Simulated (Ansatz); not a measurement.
This geometry of C4H10AlNO (17 atoms, charge 0, multiplicity 1) is a first-order saddle point.

These are results of RKS PBE0/STO-3G in Ansatz 0.2.0, not measurements.

```xyz
17
Properties=species:S:1:pos:R:3
C 2.636 -1.347 -0.085
C 1.349 -1.360 0.273
C 0.504 -0.144 0.476
Al -0.763 0.199 1.866
O -0.958 -0.414 0.112
C -1.436 0.339 -1.091
N -1.264 1.752 -1.033
H 3.157 -0.418 -0.329
H 3.233 -2.261 -0.130
H 0.871 -2.318 0.519
H 0.873 0.720 -0.099
H -1.199 1.619 2.047
H -1.136 -0.908 2.801
H -0.885 -0.079 -1.959
H -2.509 0.056 -1.156
H -0.504 2.211 -1.547
H -1.988 2.354 -0.624
```

(1) Which two structures does it join? (They come from a converged band through this point; their orientation in space is the band's.)

(2) How far does it lie above each of them?

Results:

(1) No bond is made or broken. The height of N7 over the plane of its neighbours goes from 0.44 to -0.44 Å.

Image 0:

```xyz
17
Properties=species:S:1:pos:R:3
C 2.628 -1.367 -0.067
C 1.339 -1.376 0.287
C 0.515 -0.149 0.517
Al -0.766 0.186 1.897
O -0.948 -0.384 0.116
C -1.377 0.364 -1.073
N -1.015 1.806 -0.974
H 3.157 -0.435 -0.283
H 3.217 -2.284 -0.131
H 0.849 -2.333 0.510
H 0.891 0.728 -0.033
H -1.208 1.601 2.093
H -1.182 -0.941 2.788
H -0.859 -0.064 -1.957
H -2.469 0.161 -1.155
H -0.967 2.173 -1.957
H -1.825 2.313 -0.537
```

Image 8:

```xyz
17
Properties=species:S:1:pos:R:3
C 2.613 -1.378 -0.089
C 1.329 -1.351 0.281
C 0.509 -0.108 0.428
Al -0.764 0.292 1.799
O -0.955 -0.369 0.058
C -1.429 0.322 -1.169
N -1.429 1.797 -1.171
H 3.147 -0.470 -0.381
H 3.192 -2.303 -0.094
H 0.834 -2.286 0.578
H 0.912 0.716 -0.184
H -1.192 1.727 1.861
H -1.161 -0.756 2.786
H -0.807 -0.035 -2.015
H -2.473 -0.031 -1.297
H -0.434 2.118 -1.058
H -1.913 2.117 -0.293
```

(2) 0.125 eV above the first and 0.258 eV above the second. This is the barrier of this one path; another mechanism may lie lower. Limits of this set-up: minimal basis.

Time of the run: 13 min on 1 thread of Arm Neoverse V1 (shared host), peak memory 0.14 GiB.
